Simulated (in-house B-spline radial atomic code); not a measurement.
Mo. Computed with a B-spline radial atomic code. Model: non-relativistic spherical atom: semilocal Troullier-Martins pseudo-atom, one channel per l, against all electrons, high spin, G0W0 and RPA with empty states to l = 8, local potential for every l without a channel, a model core (radius 0 = none) keeps its share of the functional.

Without relativity these are model numbers for so heavy an element.

What the tables leave out is listed at the end.

The pseudopotential gives back the lowest level of each angular momentum of its own functional in the configuration it was made in; a second state of the same l is only approximately right. Exact exchange, RPA and GW see the smooth pseudo-orbitals and miss the exchange with the core, for which the functional's share stands in. The column with an uncorrelated core keeps all orbitals and exact exchange, and so separates missing core correlation from pseudisation. Only the three outermost levels and the lowest empty one were computed. RPA here is direct RPA, with no exchange kernel, and its energies carry an (l + 1/2)⁻⁴ tail. A hybrid on a potential with a model core restores only its own semilocal share of the core's exchange.

Command:
```bash
python run_psgw.py task.json out
```
Settings (lengths in bohr, energies in hartree):
```
Z                      42
electrons              42
configuration          [Kr] 4d5 5s1
generated_in           [Kr] 4d5 5s1
functional             pbe,pbe
core_shells            7
radius_factor          0.9
core_correction        True
ion_configuration      [Kr] 4d5
```

Run time, properties included: 52 s on 1 thread of Intel(R) Xeon(R) Platinum 8375C CPU @ 2.90GHz (Ice Lake), with other jobs on the host.

Given: made with PBE; model core radius 0.788 bohr; local radius 1.241 bohr; mean-field start PBE.

Valence shells of the generating configuration: 4p, 4d, 5s.

Channel: s 2.721, p 0.98, d 1.233 (radii in bohr).

Computed: largest level miss in the spin-unpolarised generating configuration 0.001 eV; valence RPA correlation energy all-electron orbitals -0.62596 hartree; all-electron RPA polarisability, core included 59.691 bohr³; pseudo-atom RPA polarisability 59.13 bohr³; ionisation by mean-field all-electron 7.0479 eV; ionisation by mean-field pseudo minus all 0.044 eV; ionisation by RPA all-electron 7.3288 eV.

```csv
level,occupied,mean-field all-electron (eV),mean-field pseudo minus all (eV),G0W0 all-electron (eV),G0W0 uncorrelated core minus all (eV),G0W0 pseudo minus all (eV),exchange self-energy all-electron (eV),exchange self-energy pseudo (eV)
5s up,1,-4.2859,-0.022,-7.187,0.008,-0.528,-10.09,-10.381
```

(1) What is the ionisation by RPA pseudo minus all?

(2) What is the valence RPA correlation energy pseudo?

Given: mean-field start PBE0.

Computed: valence RPA correlation energy all-electron orbitals -0.58353 hartree; valence RPA correlation energy pseudo -0.72639 hartree; ionisation by mean-field all-electron 6.7898 eV; ionisation by mean-field pseudo minus all 0.42 eV; ionisation by RPA all-electron 7.1908 eV; ionisation by RPA pseudo minus all 0.949 eV.

| level | occupied | mean-field all-electron (eV) | mean-field pseudo minus all (eV) | G0W0 all-electron (eV) | G0W0 uncorrelated core minus all (eV) | G0W0 pseudo minus all (eV) | exchange self-energy all-electron (eV) | exchange self-energy pseudo (eV) |
| --- | --- | --- | --- | --- | --- | --- | --- | --- |
| 5s up | 1 | -4.81 | -0.335 | -7.1924 | 0.01 | -0.828 | -9.9033 | -10.932 |
| 4d up | 1 | -6.1537 | 0.175 | -8.8313 | 0.085 | 0.355 | -25.198 | -21.562 |
| 5s down (empty) | 0 | -0.7975 | -0.066 | -0.36437 | 0.012 | -0.13 | -0.95426 | -0.8161 |

(3) What is the pseudo-atom RPA polarisability?

(4) What is the all-electron RPA polarisability, core included?

Results:

(1) 0.798 eV.

(2) -0.77341 hartree.

(3) 45.853 bohr³.

(4) 50.887 bohr³.

Among the listed levels the largest G0W0 shift of the pseudo-atom is -0.83 eV, for 5s up on the PBE0 start, while leaving the core uncorrelated moves that level by +0.01 eV. So pseudisation and the lost core exchange, not the missing core correlation, make the error. Not in the tables (levels of low weight, unsolved or above zero; the highest and the empty levels are kept at any weight): on PBE the G0W0 levels 4d up (pseudo minus all +0.24 eV, weights 0.60 and 0.55), 4p down (pseudo minus all +1.72 eV, weights 0.60 and 0.02), 4d down (pseudo minus all +0.17 eV, weights 0.65 and 0.67); on PBE0 the G0W0 levels 4p down (pseudo minus all +1.99 eV, weights 0.75 and 0.70); no Hartree-Fock pseudo-atom is run with a model core.
